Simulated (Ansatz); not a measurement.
`[NH2][Mg][N]([SiH3])[SiH3]` + NH₃ → `[NH2][Mg][NH2]` + `[SiH3]N[SiH3]`  (ligand exchange at a Mg–N bond)

Isolated molecules relaxed with PBE0-D4/def2-TZVP in Ansatz; ΔE leaves out vibrations. CCSD(T)/CBS adds triple-zeta CCSD(T) − MP2 to the extrapolated MP2 energy (def2 sets, frozen cores). This one scheme is used for every species. DFT in def2-TZVPP. B3LYP here is the variant with VWN-RPA as its local correlation; programs differ in this. HSE06 is defined as in plane-wave codes. For Mg outer-core shells are correlated without core-valence functions, which leaves a few kJ/mol of doubt a bond. Each species was taken in one conformer, which may not be the lowest.

`[NH2][Mg][N]([SiH3])[SiH3]`:

Cartesian coordinates in Å:
```
N 3.006 0.468 1.136
Mg 1.269 0.198 0.479
N -0.513 -0.079 -0.193
Si -1.789 0.091 0.928
Si -0.650 -0.470 -1.849
H 3.254 0.752 2.071
H 3.865 0.356 0.619
H -2.586 -1.154 1.128
H -2.750 1.180 0.588
H -1.168 0.440 2.249
H 0.744 -0.505 -2.407
H -1.420 0.529 -2.644
H -1.263 -1.806 -2.106
```

NH₃:

```xyz
4

N    -0.160   -0.125    0.195
H     0.364    0.650    0.581
H     0.511   -0.767   -0.208
H    -0.715    0.242   -0.568
```

`[NH2][Mg][NH2]`:

Cartesian coordinates in Å:
```
N 0.953 -0.840 -1.394
Mg 0.000 0.000 0.000
N -0.953 0.840 1.394
H 0.556 -1.297 -2.201
H 1.956 -0.917 -1.473
H -1.281 0.405 2.243
H -1.230 1.809 1.431
```

`[SiH3]N[SiH3]`:

Z-matrix (Å, degrees):
```
Si
N 1 1.726
H 1 1.490 2 112.6
H 1 1.484 2 107.4 3 119.9
H 1 1.489 2 110.9 3 -120.0
Si 2 1.726 1 128.9 3 -109.8
H 2 1.011 1 115.5 3 66.2
H 6 1.490 2 112.6 1 109.8
H 6 1.484 2 107.4 1 -10.1
H 6 1.488 2 110.9 1 -130.1
```

```tsv
level	ΔE (kJ/mol)	difference from CCSD(T)/CBS
LDA (SPW92)	35.2	-11.0
revPBE-D4	42.7	-3.5
BLYP-D4	36.0	-10.2
r2SCAN-D4	42.5	-3.7
B97M-V	43.8	-2.4
PBE0-D4	42.0	-4.2
B3LYP-D4	37.4	-8.8
r2SCANh-D4	42.6	-3.6
r2SCAN0-D4	42.7	-3.5
BHLYP-D4	39.6	-6.6
CAM-B3LYP-D4	33.5	-12.7
ωB97X-V	36.7	-9.5
ωB97M-V	36.9	-9.3
B2PLYP	35.3	-10.9
PBE	35.8	-10.4
revPBE	35.9	-10.3
BLYP	27.9	-18.3
r2SCAN	41.1	-5.1
PBE0	37.9	-8.3
B3LYP	30.4	-15.8
r2SCANh	41.0	-5.2
r2SCAN0	40.9	-5.3
HSE06	38.2	-8.0
BHLYP	32.1	-14.1
CAM-B3LYP	28.9	-17.3
LC-ωPBE	34.4	-11.8
RPA@PBE/def2-TZVPP	44.9	-1.3
HF/def2-SVP	35.7	-10.5
MP2/def2-SVP	42.9	-3.3
CCSD/def2-SVP	42.3	-3.9
CCSD(T)/def2-SVP	44.4	-1.8
HF/def2-TZVPP	34.3	-11.9
MP2/def2-TZVPP	43.2	-3.0
SCS-MP2/def2-TZVPP	41.2	-5.0
CCSD/def2-TZVPP	40.9	-5.3
CCSD(T)/def2-TZVPP	43.5	-2.7
HF/def2-QZVPP	35.6	-10.6
MP2/def2-QZVPP	45.2	-1.0
MP2/CBS(def2)	45.9	-0.3
CCSD/CBS(def2)	43.6	-2.6
CCSD(T)/CBS	46.2	0
```

Largest T1 diagnostic among the species: 0.010.

From BLYP to BHLYP (50 % exact exchange), in def2-TZVPP and without D4, ΔE moves by +4.2 kJ/mol. Leaving LDA and LC-ωPBE aside and taking each functional with its dispersion term where it has one, the values spread over 10.4 kJ/mol, from CAM-B3LYP-D4 to B97M-V.
